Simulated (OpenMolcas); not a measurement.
**3d ions of charge +0 along the row**

| Item | Value |
| --- | --- |
| Program | OpenMolcas 26.06 |
| Method | SS-CASPT2, IPEA 0.25 Eh, imaginary shift 0.1 Eh |
| Basis | ANO-R2 |
| Scalar Hamiltonian | X2C, finite nucleus |
| Spin-orbit coupling | state interaction with AMFI integrals over the reference wave functions, term energies averaged over their components |

Active space: the 3d shell under a closed s shell; CASPT2 also correlates the outermost closed s and p core shells.

B and C come from two terms' centres of gravity (d2, d8: 3P = 15B, 1G = 12B + 2C; d3, d7: 4P = 15B, 2G = 4B + 3C; d4, d6: 3G = 9B + 4C, 3H = 4B + 4C; d5: 4D = 17B + 5C, 4G = 10B + 5C, above the ground term), where all their levels are at least 80 % pure. ζ = ±2S·A comes from the whole width of the ground multiplet by E(J) = (A/2) J(J+1), where its levels are at least 85 % pure. Energies in cm-1.

```tsv
Ion	Configuration	Lowest level	Weight (%)	B	B measured	C	C measured	ζ	ζ measured
Ti	3d² 4s²	³F₂	100	656	555	2378	2618	117	111
V	3d³ 4s²	⁴F_3/2	100	706		2313		170	158
Mn	3d⁵ 4s²	⁶S_5/2	100	745		3732			
Fe	3d⁶ 4s²	⁵D₄	100	876	893	3847	3901	405	391
Co	3d⁷ 4s²	⁴F_9/2	100	959		3845		521	517
Ni	3d⁸ 4s²	³F₄	100	1034		4504		636
```

Measured columns use the levels in NIST Handbook of Basic Atomic Spectroscopic Data (Ti, V, Fe, Co).

The computed B goes from 656 (Ti) to 1034 cm-1 (Ni), a factor of 1.58, rising at every step. It departs from the measured column by -2 to +18 %. The Trees term is left out, which lowers the B read from the levels of every ion, most for d4 to d6. The pair of terms that fixes B changes along the row, so steps between ions also reflect that choice.

The computed ζ goes from 117 (Ti) to 636 cm-1 (Ni), a factor of 5.44, rising at every step. It departs from the measured column by +1 to +7 %.

CASPT2 does not keep the components of a term degenerate, so their means are used; among the low terms the widest spread is 1300 cm-1 (3d³ 4s² ⁴F, V). With the s shell closed, the reference lacks s² → p², s² → d² and s → d mixing, so excited terms can stand far too high and out of order, with CASPT2 too. The CASPT2 spread within a term exceeds the gap to the next term for 3d³ 4s² ²P and 3d³ 4s² ²H, so the order of their levels is uncertain (figures for V; the like holds for Fe, Co). Some terms miss by over 15 % even with CASPT2, which points to a basis or an active space too small for the shells correlated (holds for Ti). Some high roots are left out of the spin-orbit mixing, which shifts the levels that they would mix with (holds for Mn; Fe; Co; Ni). Computed and measured levels are paired by configuration, term and J; levels that our copy of the source lacks, or whose pairing is in doubt (as where it misses far off the trend of its configuration), stay unpaired and out of the deviations. Only configurations of the active space appear.
